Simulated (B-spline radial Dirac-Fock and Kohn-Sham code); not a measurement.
# X-ray form factors of lanthanum in several charge states

The computed values come from a radial finite-basis atomic code: Dirac-Fock densities.

Configurations: La⁵⁺ [Kr] 4d10 5s2 5p4; La⁶⁺ [Kr] 4d10 5s2 5p3; La⁹⁺ [Kr] 4d10 5s2; La¹⁰⁺ [Kr] 4d10 5s1. The first column is f₀ of La⁵⁺, the others are differences from it.

```
s (Å⁻¹)    La⁵⁺  Δ La⁶⁺  Δ La⁹⁺  Δ La¹⁰⁺
      0  52.000  -1.000  -4.000   -5.000
   0.05  51.453  -0.932  -3.759   -4.716
    0.1  49.908  -0.750  -3.107   -3.943
   0.15  47.621  -0.509  -2.220   -2.881
    0.2  44.916  -0.273  -1.309   -1.772
   0.25  42.090  -0.089  -0.548   -0.821
    0.3  39.357  +0.026  -0.025   -0.140
   0.35  36.825  +0.076  +0.253   +0.251
    0.4  34.526  +0.081  +0.335   +0.400
   0.45  32.443  +0.062  +0.293   +0.385
    0.5  30.545  +0.034  +0.193   +0.282
    0.6  27.197  -0.009  -0.008   +0.033
    0.7  24.360  -0.024  -0.102   -0.111
    0.8  22.003  -0.020  -0.102   -0.136
    0.9  20.094  -0.011  -0.062   -0.097
      1  18.559  -0.003  -0.021   -0.044
    1.1  17.304  +0.002  +0.007   -0.003
    1.2  16.233  +0.004  +0.019   +0.020
    1.4  14.364  +0.003  +0.014   +0.023
    1.6  12.635   0.000   0.000   +0.005
```
